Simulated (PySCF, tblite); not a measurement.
Isomers of C6H2N (doublet state), one GFN2-xTB conformer each. Single-point energies are computed at B3LYP/pcH-1 (PySCF, gas phase, no added dispersion term), electronic only. GFN2-xTB treats the open shell by occupation alone, and not every SCF solution was tested for stability.

```
        SMILES  GFN2-xTB relative energy (kJ/mol)
 C#CC#C[CH]C#N                                6.7
[CH]=C=CC#CC#N                               12.6
 C=C=[C]C#CC#N                                0.0
```

Question: What does B3LYP/pcH-1 give for the same structures?

Answer: 
| SMILES | B3LYP/pcH-1 E (Eh) | B3LYP/pcH-1 (kJ/mol) | GFN2-xTB (kJ/mol) | point group |
| --- | --- | --- | --- | --- |
| C=C=[C]C#CC#N | -284.43594 | 0.0 | 0.0 | C2v |
| C#CC#C[CH]C#N | -284.43009 | 15.4 | 6.7 | Cs |
| [CH]=C=CC#CC#N | -284.42667 | 24.4 | 12.6 | Cs |

Both levels put the same isomer lowest; measured from each level's own lowest isomer, the values differ by up to 11.8 kJ/mol ([CH]=C=CC#CC#N: 12.6 against 24.4). Neighbours under 21 kJ/mol apart (C=C=[C]C#CC#N and C#CC#C[CH]C#N; C#CC#C[CH]C#N and [CH]=C=CC#CC#N) can change places with a better method, another conformer or zero-point energy.

Question: What happens when harmonic zero-point energies from GFN2-xTB frequencies are added?

Answer: 
```tsv
SMILES	ZPE (kJ/mol)	electronic (kJ/mol)	with ZPE (kJ/mol)
C=C=[C]C#CC#N	129.5	0.0	0.0
C#CC#C[CH]C#N	131.1	15.4	17.0
[CH]=C=CC#CC#N	131.4	24.4	26.3
```

The zero-point energies span 1.9 kJ/mol. The order is unchanged.

Question: As an exercise, what shares would exp(−E/RT) give at 2000 K from these electronic energies alone (no entropy, no degeneracies)?

Answer: RT = 16.629 kJ/mol: C=C=[C]C#CC#N 61.4 %, C#CC#C[CH]C#N 24.4 %, [CH]=C=CC#CC#N 14.2 %.
